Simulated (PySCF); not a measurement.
A structure optimised at r2SCAN-D4/def2-SVP, used in a PySCF frequency run:

```
C
H 1 1.1058
H 1 1.1077 2 105.74
C 1 1.5271 2 108.84 3 117.32
H 4 1.1060 1 109.13 2 -179.46
H 4 1.1060 5 105.64 1 117.12
C 4 1.5241 5 109.73 6 118.19
H 7 1.1013 4 111.79 5 -57.74
H 7 1.1028 8 107.59 4 -122.34
H 7 1.1028 8 107.59 9 -115.31
C 1 1.5274 2 110.04 3 -117.89
H 11 1.1057 1 108.71 2 -176.37
H 11 1.1073 12 105.72 1 -117.04
C 11 1.5304 12 108.93 13 -117.30
H 14 1.1045 11 108.69 12 52.38
H 14 1.1062 15 105.74 11 116.98
C 14 1.5260 15 109.13 16 117.71
H 17 1.1014 14 111.32 15 -54.08
H 17 1.1016 18 107.23 14 122.81
H 17 1.1034 18 107.54 19 115.27
```

Task: Write its SMILES and formula.

Result: CCCCCC, C6H14

Task: What are its rotational constants (standard atomic weights)?

Result: 8.6527, 1.3471, 1.2502 GHz
